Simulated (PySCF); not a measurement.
From one molecule to another.

First species: C₄H₁₅NOSi₃.
InChI=1S/C4H15NOSi3/c1-4(2,3-6)8-9-5-7/h3,5H,8-9H2,1-2,7H3

Second species: C₄H₁₃FSi₂.
Atom-mapped SMILES: `[CH3:1][CH2:2][CH2:3][SiH2:4][SiH2:5][CH2:6][F:7]` (hydrogens: H8, H9, H10 on C1; H11, H12 on C2; H13, H14 on C3; H15, H16 on Si4; H17, H18 on Si5; H19, H20 on C6)

Levels: PBE0/pcSseg-1 for dipole moment, HOMO energy, LUMO energy and HOMO–LUMO gap; GFN2-xTB for rotational constant A and rotational constant C. Geometries: GFN2-xTB. All species are isolated and taken at one optimised geometry, non-relativistic unless stated. Electronic properties by PySCF.

Dipoles, sizes and rotational constants follow the conformer. The torsions of the flexible species, by atom-mapped SMILES:
- `[CH3:1][C:2]([CH3:3])([CH:4]=[O:5])[SiH2:6][SiH2:7][NH:8][SiH3:9]`: C1–C2–C4–O5 -157°, C1–C2–Si6–Si7 172°, C2–Si6–Si7–N8 60°, Si6–Si7–N8–Si9 159°
- `[CH3:1][CH2:2][CH2:3][SiH2:4][SiH2:5][CH2:6][F:7]`: C1–C2–C3–Si4 -62°, C2–C3–Si4–Si5 -158°, C3–Si4–Si5–C6 -171°, Si4–Si5–C6–F7 -46°

```
             property   column X   column Y
        dipole moment     1.89 D     2.61 D
          HOMO energy   -7.99 eV   -7.14 eV
          LUMO energy   -0.11 eV   -1.16 eV
        HOMO–LUMO gap    7.88 eV    5.98 eV
rotational constant A  3.978 GHz  1.748 GHz
rotational constant C  0.575 GHz  0.461 GHz
```

Question: Which column belongs to which species?

Answer: Column X is the second species and column Y the first. The first has 24 atoms and 96 electrons, the second 20 and 74.

Question: How does each property change from the first species to the second?

Answer: dipole moment -0.72 D; HOMO energy -0.85 eV; LUMO energy +1.05 eV; HOMO–LUMO gap +1.90 eV; rotational constant A +2.230 GHz; rotational constant C +0.114 GHz.

On the first: The dipole matches unit charges of opposite sign 0.54 Å apart (1 e·Å = 4.8032 D).

On the second: The dipole matches unit charges of opposite sign 0.39 Å apart (1 e·Å = 4.8032 D).
